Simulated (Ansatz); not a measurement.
Reaction (substitution at a C–Cl bond): `C[CH](Cl)[GeH3]` + HBr → `C[CH]([GeH3])Br` + HCl

Gas-phase electronic energies from Ansatz, PBE0-D4/def2-TZVP geometries. CBS: MP2 limit from def2 TZ/QZ plus the TZ coupled-cluster correction, frozen cores. This one scheme is used for every species. Functionals use def2-TZVPP. B3LYP here is the variant with VWN-RPA as its local correlation; programs differ in this. For Br, Ge outer-core shells are correlated without core-valence functions, which leaves a few kJ/mol of doubt a bond. Scalar relativity is left out up to krypton.

```json
{"level": "ωB97X-V", "ΔE (kcal/mol)": "-1.9", "difference from CCSD(T)/CBS": "1.1"}
{"level": "B2PLYP", "ΔE (kcal/mol)": "-2.4", "difference from CCSD(T)/CBS": "0.6"}
{"level": "PBE", "ΔE (kcal/mol)": "-1.9", "difference from CCSD(T)/CBS": "1.1"}
{"level": "B3LYP", "ΔE (kcal/mol)": "-1.7", "difference from CCSD(T)/CBS": "1.3"}
{"level": "HF/def2-TZVPP", "ΔE (kcal/mol)": "-1.8", "difference from CCSD(T)/CBS": "1.2"}
{"level": "MP2/def2-TZVPP", "ΔE (kcal/mol)": "-3.9", "difference from CCSD(T)/CBS": "-0.9"}
{"level": "MP2/def2-QZVPP", "ΔE (kcal/mol)": "-3.6", "difference from CCSD(T)/CBS": "-0.6"}
{"level": "SCS-MP2/def2-QZVPP", "ΔE (kcal/mol)": "-3.2", "difference from CCSD(T)/CBS": "-0.2"}
{"level": "MP2/CBS(def2)", "ΔE (kcal/mol)": "-3.5", "difference from CCSD(T)/CBS": "-0.5"}
{"level": "CCSD/CBS(def2)", "ΔE (kcal/mol)": "-2.9", "difference from CCSD(T)/CBS": "0.1"}
{"level": "CCSD(T)/CBS", "ΔE (kcal/mol)": "-3.0", "difference from CCSD(T)/CBS": "0"}
```

Largest T1 diagnostic among the species: 0.010.

In def2-TZVPP, CCSD(T) changes the Hartree–Fock value by −1.5 kcal/mol (the triples alone add −0.1 kcal/mol) and MP2 by −2.1 kcal/mol.
